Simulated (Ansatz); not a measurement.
Start from `B[CH]([GeH3])C=N` and change one atom or group to get `B[CH2][GeH3]`.

Ansatz, PBE0-D4/def2-TZVP geometries, multiplicity 1. Each molecule was computed in one conformer, which needn't be the lowest.

Scalar relativity is left out up to krypton.

```csv
property,`B[CH]([GeH3])C=N`
HOMO energy (ωB97M-V/def2-TZVPP) / eV,-9.96
LUMO energy (PBE/def2-TZVPP) / eV,-2.19
HOMO–LUMO gap (PBE0/def2-TZVPP) / eV,6.33
HOMO–LUMO gap (PBE/def2-TZVPP) / eV,3.88
LUMO energy (PBE0/def2-TZVPP) / eV,-1.25
HOMO–LUMO gap (ωB97M-V/def2-TZVPP) / eV,10.59
```

Question: Give the same properties after the change, and the shifts. (Estimate.)

Answer: Ansatz gave: 
| property | `B[CH2][GeH3]` | shift |
| --- | --- | --- |
| HOMO energy (ωB97M-V/def2-TZVPP) / eV | -10.99 | -1.03 |
| LUMO energy (PBE/def2-TZVPP) / eV | -2.22 | -0.03 |
| HOMO–LUMO gap (PBE0/def2-TZVPP) / eV | 7.54 | 1.21 |
| HOMO–LUMO gap (PBE/def2-TZVPP) / eV | 5.36 | 1.48 |
| LUMO energy (PBE0/def2-TZVPP) / eV | -1.26 | -0.01 |
| HOMO–LUMO gap (ωB97M-V/def2-TZVPP) / eV | 11.60 | 1.01 |
